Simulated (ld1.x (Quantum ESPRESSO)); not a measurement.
**vanadium (V): variants of one TM potential**

Base potential:

vanadium (V), norm-conserving Troullier–Martins (Kleinman–Bylander form), made with ld1.x (Quantum ESPRESSO) 7.5 (LDA (PZ), scalar-relativistic). Core [Ne] 3s2, reference 3p6 3d3 4s1 4p1. Waves: 4s (bound): rc 2.40 bohr; 3d (bound): rc 1.85 bohr; 3p (bound): rc 1.35 bohr. Local part: the p channel. Core correction: Bessel-smoothed model core, default radius (core density twice the valence density).

Occupied shells without a wave of their own: 4p. They enter only through the test configuration that unscreens the potential, and ld1.x also counts them in the model core charge.

All-electron outer shells of the reference configuration (LDA (PZ), scalar-relativistic, ld1.x):

```csv
shell,level (eV),outermost node (bohr),outermost maximum (bohr)
2p,-504.21,–,0.21
3s,-71.25,0.38,0.82
3p,-45.37,0.35,0.84
3d,-6.71,–,0.88
4s,-5.70,1.17,2.69
4p,-2.20,1.30,3.50
```

Cutoffs, loose and tight: the cutoffs (Ry, on a coarse ladder) from which the occupation-weighted sum of valence levels, in a spherical-Bessel basis at the reference potential, stays within 10 and 1 mRy of its value at 400 Ry. They do not see the model core or the augmentation charge, which bear on the density cutoff. Test errors are all-electron minus pseudo excitation energies from the reference, over the configurations 3p6 3d3 4s2 4p0; 3p6 3d3 4s1 4p0; 3p6 3d3 4s0 4p0; 3p6 3d2 4s2 4p1; 3p5 3d3 4s2 4p0; 3p6 3d2 4s0 4p0; 3p6 3d3 4s0 4p2 (two spin-polarised tests are not counted in the largest error). A dash means not determined; rows that change the core or the reference have their own tests.

With those shells counted twice in exchange and correlation these files are broken, and their errors move erratically; no question is asked of them.

A true bound ghost makes a file unfit for plane-wave use even where its test errors are small: the radial tests pick states by their node count and pass the ghost by.

```csv
change,outcome,"cutoff, loose","cutoff, tight",bound ghosts,largest test error (meV)
base,generated,70 Ry,90 Ry,s,-653
wave 3p (bound): rc 1.35 bohr becomes 3p (bound): rc 0.86 bohr,generated,90 Ry,180 Ry,s,-610
wave 3p (bound): rc 1.35 bohr becomes 3p (bound): rc 1.04 bohr,generated,90 Ry,140 Ry,s,-613
wave 3p (bound): rc 1.35 bohr becomes 3p (bound): rc 1.30 bohr,generated,70 Ry,90 Ry,s,-648
wave 3p (bound): rc 1.35 bohr becomes 3p (bound): rc 1.46 bohr,generated,70 Ry,90 Ry,s,-661
wave 3p (bound): rc 1.35 bohr becomes 3p (bound): rc 1.62 bohr,generated,70 Ry,90 Ry,s,-632
wave 3p (bound): rc 1.35 bohr becomes 3p (bound): rc 1.78 bohr,generated,70 Ry,90 Ry,s,-561
wave 3p (bound): rc 1.35 bohr becomes 3p (bound): rc 2.04 bohr,generated,70 Ry,80 Ry,s,-223
```

Reading the sweep of the p radius (base included, trends over the rows without a ghost): Bound ghosts are found at 0.86, 1.04, 1.3, 1.35, 1.46, 1.62, 1.78, 2.04 bohr. Every judged row has one, so this setting neither creates nor removes them.
